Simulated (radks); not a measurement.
Coulomb parameter of the 4d shell of the zirconium ion Zr+ in the model configuration [Kr] 4d2 5s1, as a second difference U = [E(n + 0.5) + E(n - 0.5) - 2 E(n)] / (0.5)^2 with all orbitals relaxed. "Bare": the charge of the atom changes with n. "Screened": the 5s shell takes up the change at fixed total charge, which measures U(4d,4d) + U(5s,5s) - 2 U(4d,5s). Calculated with a radial shooting solver on a logarithmic mesh with Libxc functionals: scalar-relativistic Kohn-Sham, PBEsol, spin-unpolarised, spherical densities, finite nucleus; Fermi nuclear charge, rms radius 4.2694 fm.

\begin{tabular}{lrr}
case & configuration & E - E(n) (eV) \\ \hline
start & [Kr] 4d2 5s1 & 0.000 \\
bare +0.5 & [Kr] 4d2.5 5s1 & -3.941 \\
bare -0.5 & [Kr] 4d1.5 5s1 & 6.152 \\
screened +0.5 & [Kr] 4d2.5 5s0.5 & 0.091 \\
screened -0.5 & [Kr] 4d1.5 5s1.5 & 0.131 \\
\end{tabular}

U(bare) = 8.841 eV, U(screened by 5s) = 0.886 eV, against the Slater integral F0(4d,4d) = 11.618 eV with frozen orbitals.
